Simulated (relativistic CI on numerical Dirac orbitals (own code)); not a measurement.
# N V: calculation against measurement

Computed by Dirac-Coulomb-Breit CI, separate exchange-only KLI orbitals for each configuration, QED by a radiative potential, valence Slater integrals scaled by 0.85, P86 correlation energy added to each configuration (own radial code, finite nucleus).

Configuration list (outside the closed core 1s2): 2s, 2p, 3s, 3p, 3d, 4s, 4p, 4f, 4d, 5s, 5p, 5g, 5f, 5d, 6s, 6p, 6d. Levels of other configurations are missing.

```tsv
Configuration	Term (tabulated)	J	Measured (cm⁻¹)	Computed	Error	Purity (%)
2s	2S	1/2	0.0	0	0	100
3s	2S	1/2	456126.6	455925	-202	100
3p	2P°	1/2	477765.7	477650	-115	100
3p	2P°	3/2	477842.0	477721	-121	100
3d	2D	3/2	484404.3	482527	-1877	100
3d	2D	5/2	484426.3	482549	-1877	100
4s	2S	1/2	606348.8	606064	-285	100
4p	2P°	1/2	615141.0	614907	-234	100
4p	2P°	3/2	615173.8	614936	-238	100
4d	2D	3/2	617916.3	617278	-638	100
4d	2D	5/2	617925.5	617288	-638	100
4f	2F°	5/2	618059.3	620165	2106	100
4f	2F°	7/2	618064.1	620170	2106	100
5s	2S	1/2	673886.2	673808	-78	100
5p	2P°	1/2	678300.4	678271	-29	100
5p	2P°	3/2	678316.5	678286	-31	100
5d	2D	5/2	679717.6	679594	-124	100
6s	2S	1/2	709939.2	710134	195	100
6p	2P°	1/2	712463.2	712699	236	100
6p	2P°	3/2	712472.6	712707	235	100
6d	2D	3/2	713279.3	713487	208	100
6d	2D	5/2	713281.5	713490	208	100
```

Measured levels from Moore, Selected Tables of Atomic Spectra, NSRDS-NBS 3, section 4; pairs were made by configuration, J and term (by order where the table uses no LS term), so strongly mixed levels may be paired wrongly.

Mean error by configuration (cm⁻¹): 3s -202; 3p -118; 3d -1877; 4s -285; 4p -236; 4d -638; 4f 2106; 5s -78; 5p -30; 5d -124; 6s 195; 6p 235; 6d 208. Over the excited levels the mean absolute error is 561 cm⁻¹ (21 of the 21 excited levels that our extract of the source holds in range could be paired), and the median relative error of those above 1,000 cm⁻¹ is 0.033 %.
